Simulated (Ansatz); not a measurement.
`O[SiH](S)Br` → H₂O + `S[Si]Br` at 700 K and 1 bar (silylene formation by 1,1-elimination).

Computed with Ansatz on PBE0-D4/def2-TZVP structures; ΔE is electronic, products minus reactants. CBS: MP2 limit from def2 TZ/QZ plus the TZ coupled-cluster correction, frozen cores. This one scheme is used for every species. For Br outer-core shells are correlated without core-valence functions, which leaves a few kJ/mol of doubt a bond. Scalar relativity is left out up to krypton. Each species was taken in one conformer, which may not be the lowest.

```
      species  CCSD(T)/CBS energy (Eh)  H − E (kJ/mol)  S (J/(mol·K))
`O[SiH](S)Br`              -3337.28286           155.0          439.9
          H₂O                -76.37941            80.5          218.4
    `S[Si]Br`              -3260.81547            70.9          363.0
```

H − E and S are ideal-gas, rigid-rotor, harmonic terms from PBE0-D4/def2-TZVP, for one conformer and one mirror image of each species. 1 Eh = 2625.50 kJ/mol, R = 8.31446 J/(mol·K).

Problem. By hand: ΔE, ΔH, ΔS and ΔG.

Solution. ΔE = (-76.37941) + (-3260.81547) − (-3337.28286) = 0.08798 Eh = 231.0 kJ/mol. Δ(H − E) = 80.5 + 70.9 − 155.0 = -3.6, so ΔH = 227.4 kJ/mol. ΔS = 218.4 + 363.0 − 439.9 = 141.5 J/(mol·K). ΔG = 227.4 − 700 × (141.5)/1000 = 128.4 kJ/mol.

Problem. By hand: the equilibrium constant, and the temperature at which ΔG would vanish if ΔH and ΔS stayed fixed.

Solution. log₁₀ K = −ΔG/(RT ln 10) = -9.6. ΔG = 0 at ΔH/ΔS = 1607 K.

The number of gas molecules changes by +1, which sets the sign of ΔS. A doubt of 5 kJ/mol in ΔE shifts log₁₀ K by 0.4 here. Other conformers and mirror images would add mixing entropy, several J/(mol·K) or more a flexible species. These are equilibria of isolated gas molecules and say nothing of rates. Largest T1 diagnostic: 0.012 (customary marks: 0.02 for closed shells, 0.045 for open ones).
